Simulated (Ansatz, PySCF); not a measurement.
Process, species as SMILES: CC(C)CCO + H+ -> CC(C)CC[OH2+]
Structures are relaxed separately at B3LYP-D3(BJ)/def2-TZVP in Ansatz (a program for electronic structure), one conformer each, not searched for the lowest.
Geometry of the first species:
```xyz
18

C     -2.0355     0.9496     0.7104
C     -0.9011    -0.0693     0.5970
C     -1.4080    -1.3676    -0.0351
C      0.2782     0.5358    -0.1727
C      1.5162    -0.3390    -0.2177
O      2.5600     0.4114    -0.8379
H     -2.4179     1.2131    -0.2796
H     -1.6967     1.8691     1.1917
H     -2.8682     0.5502     1.2930
H     -0.5554    -0.3002     1.6121
H     -2.2722    -1.7535     0.5096
H     -1.7168    -1.1960    -1.0702
H     -0.6467    -2.1488    -0.0395
H     -0.0304     0.7642    -1.1980
H      0.5608     1.4865     0.2877
H      1.8025    -0.6282     0.8026
H      1.3215    -1.2571    -0.7829
H      3.3400    -0.1469    -0.9143
```
Charge 0, spin multiplicity 1.

Property: proton affinity (0 K, with B3LYP-D3(BJ) harmonic zero-point energies from PySCF), positive where the reaction releases energy, in eV. Correlated levels leave the core frozen unless marked. No spin-orbit coupling. Non-relativistic unless marked X2C. CBS marks a two-point X^-3 extrapolation of the correlation energy; Hartree-Fock from the larger set. [CCSD(T)-MP2]/basis is that difference in the basis named.

```
level                                                     program  proton affinity (eV)  minus last row
-------------------------------------------------  --------------  --------------------  --------------
PBE/def2-TZVPD                                             Ansatz                  8.11           -0.04
revPBE/def2-TZVPD                                          Ansatz                  8.21            0.06
r2SCAN-D4/def2-TZVPD                               Ansatz + dftd4                  8.17            0.02
PBE0/STO-3G                                                Ansatz                 10.32            2.17
PBE0-D3(BJ)/def2-TZVP                              Ansatz + dftd3                  8.20            0.05
PBE0/def2-TZVP                                             Ansatz                  8.18            0.03
BHLYP-D4/def2-TZVPD                                Ansatz + dftd4                  8.17            0.02
BHLYP/def2-TZVPD                                           Ansatz                  8.20            0.05
CAM-B3LYP-D4/def2-TZVPD                            Ansatz + dftd4                  8.06           -0.09
LC-wPBE-D3(BJ)/def2-TZVPD                          Ansatz + dftd3                  8.17            0.02
LC-wPBE/def2-TZVPD                                         Ansatz                  8.15            0.00
B2GP-PLYP/def2-TZVPD                                       Ansatz                  8.11           -0.04
B2PLYP/def2-TZVPD                                          Ansatz                  8.11           -0.04
MP2/cc-pwCVTZ                                              Ansatz                  8.17            0.02
SCS-MP2/6-31G*                                             Ansatz                  8.21            0.06
SCS-MP2/cc-pVTZ                                            Ansatz                  8.25            0.10
CCSD/cc-pVTZ                                               Ansatz                  8.27            0.12
CCSD/cc-pwCVTZ                                             Ansatz                  8.27            0.12
CCSD(T)/STO-3G                                             Ansatz                 10.69            2.54
X2C-CCSD(T)/cc-pVTZ-DK                                     Ansatz                  8.25            0.10
RI-MP2/CBS(cc-pVTZ,cc-pVQZ)+[CCSD(T)-MP2]/cc-pVTZ          Ansatz                  8.15            0.00
```
